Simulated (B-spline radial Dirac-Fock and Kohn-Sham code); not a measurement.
Isotope-shift constants of the inner levels of In³⁺

System: the In³⁺ ion, 1s2 2s2 2p6 3s2 3p6 3d10 4s2 4p6 4d10.

Input of the calculation (task.json; shells as n, l, electrons):

```json
{"items": [{
  "Z": 49,
  "q": 3,
  "cfg": [[1, 0, 2], [2, 0, 2], [2, 1, 6], [3, 0, 2], [3, 1, 6], [3, 2, 10], [4, 0, 2], [4, 1, 6], [4, 2, 10]],
  "A": 115,
  "rrms": 4.6156,
  "do": "isoshift",
  "isotopes": [[104, 103.918214538, 4.5184], [105, 104.914502322, 4.5311], [106, 105.913463596, 4.5375], [107, 106.910287497, 4.5494], [108, 107.909693654, 4.5571], [109, 108.907149679, 4.5685], [110, 109.907170674, 4.5742], [111, 110.905107236, 4.5856], [112, 111.905538718, 4.5907], [113, 112.904060451, 4.601], [114, 113.904916405, 4.6056], [115, 114.903878772, 4.6156], [116, 115.905259992, 4.6211], [117, 116.904515729, 4.6292], [118, 117.906356705, 4.6335], [119, 118.905851622, 4.6407], [120, 119.907967489, 4.6443], [121, 120.907852778, 4.6505], [122, 121.910282458, 4.6534], [123, 122.910435252, 4.6594], [124, 123.913184873, 4.6625], [125, 124.913673841, 4.667], [126, 125.916468202, 4.6702], [127, 126.91746604, 4.6733]]
}]}
```

Command: `python xray2_run.py task.json out`

Calculated with a radial B-spline solver, using first-order field-shift and mass-shift constants from Dirac-Fock ground and hole states with a Fermi nucleus; the mass shift has no relativistic recoil terms. A binding energy shifts by δE = F·δ⟨r²⟩ + (K_N + K_S)·δ(1/M); F is taken for a change of radius at fixed skin thickness and so holds the higher radial moments.

```
     level  F (meV/fm²)  K_N (meV u)  K_S (meV u)
    K (1s)       -71.61       -15400         7361
   L1 (2s)       -8.247        -2355       -112.4
L2 (2p1/2)       0.3364        -2188         3028
L3 (2p3/2)       0.4871        -2072         2713
   M1 (3s)       -1.595       -477.4       -179.1
M2 (3p1/2)      0.07827       -409.6        379.2
M3 (3p3/2)       0.1110       -388.3        299.1
M4 (3d3/2)      0.09610       -269.4        315.4
M5 (3d5/2)      0.09393       -265.1        306.4
```

Line shifts in meV from A = 115 (mass 114.9039 u, rms radius 4.6156 fm); radii from Angeli and Marinova (2013).

```csv
A,mass (u),radius (fm),Kα1,Kα2,Kβ1,Lα1
104,103.9182,4.5184,+56.03,+55.71,+56.36,+0.20
107,106.9103,4.5494,+38.10,+37.87,+38.34,+0.15
108,107.9097,4.5571,+33.79,+33.60,+34.00,+0.13
109,108.9071,4.5685,+27.03,+26.87,+27.22,+0.12
112,111.9055,4.5907,+14.50,+14.42,+14.59,+0.05
113,112.9041,4.601,+8.36,+8.31,+8.43,+0.04
118,117.9064,4.6335,-10.01,-9.94,-10.11,-0.07
120,119.9080,4.6443,?,?,?,?
121,120.9079,4.6505,-19.57,-19.43,-19.76,-0.13
122,121.9103,4.6534,-20.92,-20.77,-21.15,-0.16
```

Q: What are the shifts for A = 120?

A: Kα1 -16.01 meV (field -19.16, mass +3.15); Kα2 -15.90 meV (field -19.12, mass +3.22); Kβ1 -16.17 meV (field -19.06, mass +2.89); Lα1 -0.11 meV (field +0.10, mass -0.22).
